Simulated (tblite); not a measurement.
Compound: C₃H₁₁B₂NSi.
Bonds: B1–N2, N2–B3, B3–C4, C4–C5, C5–Si6, Si6–C7, C4–C7. Hydrogens: H8, H9 on B1; H10 on N2; H11 on B3; H12 on C4; H13, H14 on C5; H15, H16 on Si6; H17, H18 on C7.

Computed with GFN2-xTB (tblite), gas phase: L-BFGS steps from a force-field or distance-geometry start until the largest atomic force falls under 0.01 eV/Å.

Step 77: E = -521.6829 eV
```
atom  x, y, z in Å  |  force x, y, z in eV/Å
B1     -3.3222   -0.4851   -0.4439   -0.015   0.025  -0.015
N2     -2.0055   -0.0695   -0.1847    0.013  -0.006  -0.027
B3     -0.8823   -0.8680    0.1317    0.026   0.029   0.003
C4      0.5721   -0.2737    0.3004    0.051  -0.020  -0.002
C5      1.5339   -0.7802   -0.8216   -0.006   0.002  -0.001
Si6     2.4428    0.8963   -0.8183   -0.029  -0.015  -0.001
C7      0.8496    1.2474    0.1735   -0.034  -0.013   0.014
H8     -3.5801   -1.6236   -0.3830   -0.008   0.000   0.006
H9     -4.1339    0.3147   -0.7262    0.014  -0.013   0.016
H10    -1.8325    0.9262   -0.2548    0.014  -0.001   0.019
H11    -1.0329   -2.0260    0.2331   -0.022  -0.007  -0.011
H12     0.9921   -0.6114    1.2528   -0.003   0.001   0.023
H13     0.9911   -0.9681   -1.7480    0.010  -0.026   0.018
H14     2.0738   -1.6907   -0.5700   -0.019   0.034  -0.005
H15     2.6425    1.5820   -2.0948   -0.012   0.017  -0.022
H16     3.6789    0.9116   -0.0344    0.004   0.012   0.022
H17     0.0848    1.7550   -0.4148    0.014   0.011  -0.022
H18     0.9191    1.7694    1.1268    0.000  -0.029  -0.015
```

Step 78: E = -521.6834 eV
```
atom  x, y, z in Å  |  force x, y, z in eV/Å
B1     -3.3222   -0.4803   -0.4447   -0.022   0.010  -0.013
N2     -2.0061   -0.0700   -0.1781    0.046   0.016  -0.035
B3     -0.8821   -0.8700    0.1307    0.024   0.007   0.012
C4      0.5721   -0.2756    0.2992    0.035  -0.020   0.005
C5      1.5354   -0.7816   -0.8203    0.013  -0.004  -0.007
Si6     2.4400    0.8966   -0.8198   -0.018  -0.004  -0.012
C7      0.8478    1.2451    0.1724   -0.030  -0.003   0.011
H8     -3.5812   -1.6182   -0.3852   -0.020  -0.012   0.002
H9     -4.1300    0.3214   -0.7312    0.010  -0.009   0.018
H10    -1.8288    0.9251   -0.2447    0.005   0.008   0.019
H11    -1.0303   -2.0291    0.2274   -0.028   0.000  -0.013
H12     0.9906   -0.6122    1.2524    0.000  -0.004   0.028
H13     0.9968   -0.9762   -1.7476    0.000  -0.023   0.019
H14     2.0796   -1.6875   -0.5637   -0.011   0.010  -0.005
H15     2.6326    1.5817   -2.0975   -0.005   0.017  -0.022
H16     3.6752    0.9178   -0.0351    0.010   0.011   0.018
H17     0.0830    1.7522   -0.4149   -0.002   0.021  -0.032
H18     0.9191    1.7674    1.1246   -0.005  -0.021   0.007
```

Step 79: E = -521.6837 eV
```
atom  x, y, z in Å  |  force x, y, z in eV/Å
B1     -3.3218   -0.4787   -0.4470    0.010  -0.004  -0.001
N2     -2.0059   -0.0695   -0.1746    0.033   0.017  -0.042
B3     -0.8812   -0.8702    0.1306    0.011  -0.012   0.013
C4      0.5727   -0.2761    0.2999    0.011  -0.012   0.010
C5      1.5354   -0.7826   -0.8193    0.021  -0.004  -0.006
Si6     2.4375    0.8963   -0.8225   -0.006   0.008  -0.013
C7      0.8471    1.2446    0.1724   -0.015   0.004   0.001
H8     -3.5812   -1.6174   -0.3927   -0.016   0.005   0.001
H9     -4.1283    0.3240   -0.7324    0.003  -0.002   0.016
H10    -1.8276    0.9260   -0.2359   -0.004   0.000   0.018
H11    -1.0281   -2.0303    0.2232   -0.029   0.011  -0.014
H12     0.9904   -0.6117    1.2538    0.002  -0.006   0.025
H13     0.9979   -0.9828   -1.7458   -0.008  -0.018   0.017
H14     2.0816   -1.6852   -0.5588    0.003  -0.011  -0.004
H15     2.6267    1.5810   -2.1013   -0.002   0.013  -0.016
H16     3.6725    0.9197   -0.0363    0.004   0.012   0.007
H17     0.0814    1.7525   -0.4133   -0.006   0.017  -0.029
H18     0.9222    1.7670    1.1238   -0.011  -0.017   0.018
```

Step 80: E = -521.6840 eV
```
atom  x, y, z in Å  |  force x, y, z in eV/Å
B1     -3.3215   -0.4770   -0.4475    0.023  -0.012   0.006
N2     -2.0047   -0.0701   -0.1748    0.029   0.020  -0.037
B3     -0.8801   -0.8710    0.1303    0.000  -0.023   0.007
C4      0.5738   -0.2772    0.2999   -0.011  -0.001   0.014
C5      1.5360   -0.7830   -0.8195    0.019  -0.003   0.003
Si6     2.4354    0.8968   -0.8240    0.008   0.018  -0.010
C7      0.8454    1.2438    0.1720    0.005   0.007  -0.013
H8     -3.5825   -1.6153   -0.3934   -0.016   0.003  -0.002
H9     -4.1271    0.3267   -0.7316    0.000   0.005   0.014
H10    -1.8258    0.9255   -0.2336   -0.004   0.003   0.013
H11    -1.0275   -2.0312    0.2208   -0.028   0.011  -0.013
H12     0.9909   -0.6119    1.2546    0.004  -0.005   0.016
H13     0.9991   -0.9876   -1.7451   -0.015  -0.012   0.012
H14     2.0836   -1.6833   -0.5565    0.018  -0.030  -0.002
H15     2.6241    1.5822   -2.1030   -0.001   0.007  -0.007
H16     3.6690    0.9207   -0.0341   -0.003   0.013  -0.006
H17     0.0801    1.7523   -0.4137   -0.009   0.010  -0.019
H18     0.9231    1.7661    1.1230   -0.019  -0.012   0.024
```

**Question.** Estimate the geometry and energy of step 81. (The exact step hangs on the optimiser's Hessian estimate; all steps are aligned on step 80, rigid shifts and turns removed.)

**Answer.** E = -521.6843 eV, largest force 0.046 eV/Å
```
atom  x, y, z in Å  |  force x, y, z in eV/Å
B1     -3.3205   -0.4753   -0.4495    0.032  -0.016   0.012
N2     -2.0036   -0.0699   -0.1734    0.019   0.016  -0.028
B3     -0.8792   -0.8715    0.1309   -0.008  -0.026  -0.006
C4      0.5749   -0.2783    0.3011   -0.024   0.010   0.014
C5      1.5372   -0.7841   -0.8184    0.012  -0.002   0.013
Si6     2.4331    0.8973   -0.8266    0.019   0.023  -0.005
C7      0.8442    1.2433    0.1720    0.020   0.006  -0.023
H8     -3.5829   -1.6137   -0.3993   -0.012   0.006  -0.004
H9     -4.1252    0.3298   -0.7314   -0.001   0.007   0.013
H10    -1.8252    0.9260   -0.2262   -0.002   0.006   0.008
H11    -1.0274   -2.0320    0.2163   -0.026   0.008  -0.009
H12     0.9910   -0.6119    1.2568    0.006  -0.001   0.005
H13     1.0000   -0.9937   -1.7426   -0.018  -0.007   0.008
H14     2.0867   -1.6822   -0.5530    0.027  -0.037   0.000
H15     2.6188    1.5821   -2.1068    0.000   0.002   0.003
H16     3.6664    0.9231   -0.0350   -0.011   0.014  -0.018
H17     0.0790    1.7523   -0.4139   -0.010  -0.001  -0.006
H18     0.9242    1.7652    1.1229   -0.024  -0.007   0.022
```

The energy changes by -0.0003 eV. The first-order estimate −F·Δx gives -0.0004 eV and the mean of the old and new forces, exact on a quadratic surface, -0.0003 eV. The step makes an angle of 76° with the force vector and moves no atom by more than 0.007 Å.

The cost below is that of the whole relaxation. Hardware: Arm Neoverse V1, one thread, no GPU, shared host with 32 logical CPUs at a one-minute load of 27. Cost: 1.4 s of wall time.
